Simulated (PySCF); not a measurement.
# Ba⁴⁸⁺ (barium, charge +48) across methods

[He] 2s2 2p4, high-spin 3P determinant. Calculation: PySCF 2.14, in an even-tempered Gaussian basis (19 s from 23 bohr⁻², ratio 2.2; 12 p from 29 bohr⁻², ratio 2.2; 6 d from 120 bohr⁻², ratio 2.4; 5 f from 180 bohr⁻², ratio 2.4; 4 g from 270 bohr⁻², ratio 2.4); the spin-free X2C one-electron Hamiltonian (Gaussian nucleus).

```
 method  E (hartree)  mean ε 2s β (eV)  mean ε 2p α (eV)  mean ε 2p β (eV)  Σ⟨r²⟩ (bohr²)   ⟨S²⟩
    PBE     -5387.80           -9339.5           -8860.0           -8818.7        0.06927  2.000
    UHF  -5387.67515           -9444.1           -8986.0           -8934.7        0.06920  2.000
r2SCANh     -5388.19           -9358.2           -8886.7           -8841.9        0.06922  2.000
    LDA     -5381.36           -9332.1           -8855.7           -8809.1        0.06933  2.000
   PBE0     -5387.84           -9366.1           -8891.9           -8848.1        0.06925  2.000
   BLYP     -5388.45           -9340.4           -8861.1           -8820.0        0.06926  2.000
 r2SCAN     -5388.22           -9348.5           -8875.5           -8831.4        0.06922  2.000
```

Spin-orbit coupling is strong in this species (close to jj coupling), so the high-spin LS determinant is a model state, not a physical level.
